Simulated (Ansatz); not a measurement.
Z-matrix (Å, degrees):
```
C
C 1 1.518
B 1 1.562 2 120.9
C 1 1.518 2 49.9 3 -106.1
H 1 1.096 2 116.2 3 150.8
H 2 1.076 1 144.0 3 -71.5
O 3 1.376 1 117.6 2 -28.9
N 3 1.411 1 120.2 2 151.1
H 4 1.076 1 144.0 2 177.6
H 7 0.958 3 114.2 1 -179.9
H 8 1.005 3 125.1 1 -180.0
H 8 1.004 3 121.5 1 0.0
```

Charge 0, multiplicity 1.

Q: List the PBE/def2-TZVPP orbital energies in eV (Ansatz 0.2.0). (Estimate.)

A: The calculation gave: Occupied: -509.98, -379.99, -269.09, -269.06, -268.61, -176.64, -24.99, -21.38, -21.13, -14.61, -13.60, -13.16, -12.48, -12.00, -11.41, -9.65, -8.51, -8.30, -7.76, -6.73, -6.12, -5.53. Lowest empty: -0.70, -0.05, 0.68, 1.04, 1.59, 1.87, 2.22, 2.45.
